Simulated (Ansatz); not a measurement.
`[OH][Mo]([OH])([F])([F])=[S]` + H–F → `[OH][Mo]([F])([F])([F])=[S]` + H₂O  (ligand exchange at a Mo–O bond)

Computed with Ansatz on PBE0-D4/def2-TZVP structures; ΔE is electronic, products minus reactants. CBS: MP2 limit from def2 TZ/QZ plus the TZ coupled-cluster correction, frozen cores. This one scheme is used for every species. Functionals use def2-TZVPP. B3LYP here is the variant with VWN-RPA as its local correlation; programs differ in this. def2 core potentials past Kr. For Mo outer-core shells are correlated without core-valence functions, which leaves a few kJ/mol of doubt a bond. Each species was taken in one conformer, which may not be the lowest.

(1) Is it downhill or uphill in electronic energy at CCSD(T)/CBS, and by how much? (Estimate.)

(2) What do these levels give: revPBE-D4, B3LYP-D4, PBE0, RPA@PBE/def2-TZVPP, CCSD/def2-TZVPP, HF/CBS(def2)? (Estimate.)

Largest T1 diagnostic among the species: 0.025, so the coupled-cluster value is less sure than usual.

Results:

(1) Ansatz gave: Downhill: ΔE = -4.2 kcal/mol.

(2) Computed: revPBE-D4 -6.0, B3LYP-D4 -6.3, PBE0 -6.2, RPA@PBE/def2-TZVPP -4.6, CCSD/def2-TZVPP -4.6, HF/CBS(def2) -7.3 kcal/mol.

From BLYP to BHLYP (50 % exact exchange), in def2-TZVPP and without D4, ΔE moves by +1.3 kcal/mol. At CCSD(T), def2-SVP lies −0.8 kcal/mol from the extrapolated value and def2-TZVPP +0.0 kcal/mol. Leaving LDA and LC-ωPBE aside and taking each functional with its dispersion term where it has one, the values, not all of them listed here, spread over 2.6 kcal/mol, from B97M-V to PBE-QIDH. LDA lies +1.5 kcal/mol from PBE without D4.
